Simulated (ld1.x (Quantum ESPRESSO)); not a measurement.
The numbers below are computed, except where a source is named.
# Hardness and transferability of assorted potentials

Generated with ld1.x 7.5 (TM, RRKJ, ultrasoft, PAW), atompaw 4.2 or ONCVPSP 4.0.1. The cutoff is in Ry: for ld1.x and atompaw files where the sum of valence levels is converged to 10 mRy in a Bessel basis, for ONCV files where the hardest occupied wave has 1 mHa per electron of residual kinetic energy. The error is the largest all-electron minus pseudo excitation energy over each file’s own four to seven test configurations (ionisations up to +4, promotions, holes and added fractions of an electron), all of which were solved. The labels leave out finer settings (local radius, basis sizes, second energies), which also bear on the numbers. Spin-polarised tests are not counted. The rows are a selection from randomly drawn settings: files with unsolved tests, undetermined cutoffs or missed reference levels are left out.

A true bound ghost makes a file unfit for plane-wave use even where its test errors are small: the radial tests pick states by their node count and pass the ghost by.

```csv
element,potential,cutoff (Ry),largest error (meV),bound ghosts
Li,"TM, LDA (PZ), non-relativistic, rc 3.35/4.20/4.10 (spd), local s, core correction yes, reference 2s0.75 2p0.25",6,-4.5,none
Be,"PAW, PBEsol, scalar-relativistic, rc 1.55/4.55 (sp), local smoothed, core correction yes, reference 2s1 2p1",8,-201,none
Ga,"ultrasoft, PBEsol, scalar-relativistic, rc 1.80/2.80 (sp), local smoothed, core correction yes, reference 4s2 4p0.75",8,-186,none
Br,"PAW, PBE, scalar-relativistic, rc 0.90/1.00/0.90 (spd), local smoothed, core correction yes, reference 3s2 3p6 3d10 4s2 4p5",230,+223,none
Re,"TM, PBE, fully relativistic, rc 2.25/2.25/1.35 (spd), local s, core correction yes, reference 5d5 6s0.5 6p0",35,-152,p3/2
```

Task: Fill in the row for F: TM, PBE, scalar-relativistic, rc 0.70/1.65/1.65 (spd), local d, core correction yes, reference 2s2 2p4.

Result: cutoff 140 Ry, largest error +1027 meV, bound ghosts: none.

Task: Fill in the row for Li: ultrasoft, LDA (PZ), scalar-relativistic, rc 3.20/4.50 (sp), local smoothed, core correction no, reference 2s0 2p1.

Result: cutoff 6 Ry, largest error +3.9 meV, bound ghosts: none.
